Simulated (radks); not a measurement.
Q: Kr, 36 electrons, occupied as [Kr]. All-electron calculation, Dirac Kohn-Sham, PBEsol, spin-unpolarised, spherical densities, point nucleus. Program: a radial shooting solver on a logarithmic mesh with Libxc functionals. Some entries of the table are withheld. Estimate them.

| orbital | occ. | eigenvalue (hartree) | <r> (bohr) | <r^2> (bohr^2) |
|---|---|---|---|---|
| 1s1/2 | 2 | (1) | 0.04150 | 0.002320 |
| 2s1/2 | 2 | -68.43472 | (2) | 0.03970 |
| 2p1/2 | 2 | -61.85783 | 0.1574 | 0.03042 |
| 2p3/2 | 4 | -59.88190 | 0.1614 | 0.03185 |
| 3s1/2 | 2 | -9.67942 | 0.5306 | 0.3238 |
| 3p1/2 | 2 | -7.35809 | 0.5338 | 0.3337 |
| 3p3/2 | 4 | -7.06721 | 0.5443 | 0.3468 |
| 3d3/2 | 4 | -3.01840 | 0.5538 | 0.3782 |
| 3d5/2 | 6 | -2.97053 | 0.5577 | 0.3835 |
| 4s1/2 | 2 | (3) | 1.572 | 2.834 |
| 4p1/2 | 2 | -0.35548 | 1.911 | (4) |
| 4p3/2 | 4 | -0.33191 | 1.960 | (5) |

A: 
(1) 1s1/2 eigenvalue (hartree): -519.7456
(2) 2s1/2 <r> (bohr): 0.1833
(3) 4s1/2 eigenvalue (hartree): -0.84650
(4) 4p1/2 <r^2> (bohr^2): 4.300
(5) 4p3/2 <r^2> (bohr^2): 4.525
